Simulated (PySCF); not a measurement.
# How the method moves the HOMO and LUMO of `C[Si@@H](O)[SiH2][SiH3]`

CH10OSi3.
SMILES with atom numbers: `[CH3:1][Si@@H:2]([OH:3])[SiH2:4][SiH3:5]` (hydrogens: H6, H7, H8 on C1; H9 on Si2; H10 on O3; H11, H12 on Si4; H13, H14, H15 on Si5)

Cartesian coordinates in Å at the PBE0-D3(BJ)/def2-SVP level; atoms count from 1:
```
atom  x, y, z in Å
C1    -2.0933   -0.6543    0.8279
Si2   -1.1357    0.2191   -0.5290
O3    -0.6359    1.7502   -0.0516
Si4    0.9122   -0.8500   -0.9363
Si5    2.4960    0.4186    0.2401
H6    -3.0140   -0.1084    1.0901
H7    -2.3831   -1.6657    0.5004
H8    -1.4801   -0.7523    1.7372
H9    -2.0083    0.3208   -1.7457
H10   -1.3191    2.4026    0.1290
H11    1.2537   -0.9094   -2.3931
H12    0.8828   -2.2540   -0.4115
H13    2.0750    0.5223    1.6713
H14    3.8499   -0.2192    0.1970
H15    2.5954    1.7878   -0.3464
```

Basis pcSseg-1 throughout (PySCF), one geometry. One conformer (not necessarily the lowest) at the PBE0-D3(BJ)/def2-SVP geometry, without solvent, vibrations or thermal averaging.

Problem. How do the orbital energies, the gap and the dipole change with the method?

Solution. 
| method | kind | HOMO (eV) | LUMO (eV) | gap (eV) | μ (D) | SCF cycles |
| --- | --- | --- | --- | --- | --- | --- |
| BLYP | GGA | -6.40 | -0.82 | 5.58 | 2.09 | 15 |
| B97-D | GGA | -6.53 | -0.83 | 5.70 | 2.10 | 14 |
| OPBE | GGA | -6.56 | -0.83 | 5.73 | 2.08 | 14 |
| PBE | GGA | -6.56 | -0.99 | 5.57 | 2.10 | 15 |
| LDA | LDA | -6.63 | -1.19 | 5.44 | 2.16 | 14 |
| KT2 | GGA | -6.64 | -1.12 | 5.52 | 2.01 | 15 |
| KT3 | GGA | -6.65 | -1.00 | 5.65 | 1.99 | 15 |
| BP86 | GGA | -6.66 | -1.05 | 5.62 | 2.12 | 14 |
| B97-2 | global hybrid | -7.44 | -0.16 | 7.27 | 2.12 | 12 |
| B3LYP | global hybrid | -7.45 | -0.34 | 7.11 | 2.12 | 13 |
| PBE0 | global hybrid | -7.66 | -0.18 | 7.48 | 2.14 | 12 |
| mPW1PW91 | global hybrid | -7.68 | -0.17 | 7.52 | 2.13 | 12 |
| BHandHLYP | global hybrid | -8.63 | 0.74 | 9.37 | 2.16 | 11 |
| CAM-B3LYP | range-separated hybrid | -8.88 | 0.88 | 9.75 | 2.15 | 12 |
| wB97X-D | range-separated hybrid | -9.43 | 1.54 | 10.97 | 2.15 | 13 |
| HF | Hartree–Fock | -10.15 | 3.02 | 13.17 | 2.24 | 10 |
| LC-wPBE | range-separated hybrid | -10.17 | 1.95 | 12.12 | 2.17 | 13 |

The HOMO spans 3.77 eV, from BLYP down to LC-wPBE, and the gap runs from 5.44 eV (LDA) to 13.17 eV (HF). Over the methods BLYP (0 %), B97-D (0 %), OPBE (0 %), PBE (0 %), LDA (0 %), KT2 (0 %), KT3 (0 %), BP86 (0 %), B97-2 (21 %), B3LYP (20 %), PBE0 (25 %), mPW1PW91 (25 %), BHandHLYP (50 %), HF (100 %), a straight line through the gap against the share of exact exchange rises by 0.76 eV for each 10 % (correlation coefficient 0.999). The dipole ranges from 1.99 D (KT3) to 2.24 D (HF). This basis has no diffuse functions.
